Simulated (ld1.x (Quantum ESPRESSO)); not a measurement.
**Which change was made? (Ni, RRKJ)**

nickel (Ni), norm-conserving RRKJ (Kleinman–Bylander form), made with ld1.x (Quantum ESPRESSO) 7.5 (PBE, scalar-relativistic). Core [Ne] 3s2, reference 3p6 3d8 4s0 4p0 (charge +2). Waves: 3p (bound): rc 1.20 bohr; 3d (bound): rc 1.35 bohr; 4s (bound, empty): rc 2.00 bohr. Local part: the s channel. Core correction: none. rho0 = 0.001.

Cutoffs, loose and tight: the cutoffs (Ry, on a coarse ladder) from which the occupation-weighted sum of valence levels, in a spherical-Bessel basis at the reference potential, stays within 10 and 1 mRy of its value at 400 Ry. They do not see the model core or the augmentation charge, which bear on the density cutoff. Test errors are all-electron minus pseudo excitation energies from the reference, over the configurations 3p6 3d8 4s2 4p0; 3p6 3d8 4s1 4p0; 3p6 3d7 4s0 4p0; 3p6 3d8 4s0 4p2; 3p5 3d8 4s2 4p0; 3p6 3d8 4s0 4p1; 3p6 3d7 4s2 4p1; variants that change the core or the reference have their own tests. The largest error is taken over the tests solved by every variant that gives reliable tests at all, those not shown here included: 3p5 3d8 4s2 4p0; 3p6 3d7 4s0 4p0; 3p6 3d7 4s2 4p1; 3p6 3d8 4s0 4p1; 3p6 3d8 4s1 4p0.

The base gives: outcome: generated; cutoff, loose: 100 Ry; cutoff, tight: 160 Ry; bound ghosts: none; largest test error (meV): -1259.

(1) After one change the result is: outcome: generated; cutoff, loose: 160 Ry; cutoff, tight: 260 Ry; bound ghosts: none; largest test error (meV): -1242. Which change was it?
A. all radii scaled by about 0.89 (s 1.78, p 1.06, d 1.20 bohr)
B. all radii scaled by about 1.14 (s 2.28, p 1.36, d 1.54 bohr)
C. all radii scaled by about 0.77 (s 1.54, p 0.92, d 1.04 bohr)

Answers

(1) C. The others give: all radii scaled by about 0.89 (s 1.78, p 1.06, d 1.20 bohr) → outcome: generated; cutoff, loose: 120 Ry; cutoff, tight: 180 Ry; bound ghosts: none; largest test error (meV): -1310 | all radii scaled by about 1.14 (s 2.28, p 1.36, d 1.54 bohr) → outcome: generated; cutoff, loose: 80 Ry; cutoff, tight: 120 Ry; bound ghosts: none; largest test error (meV): -1167.
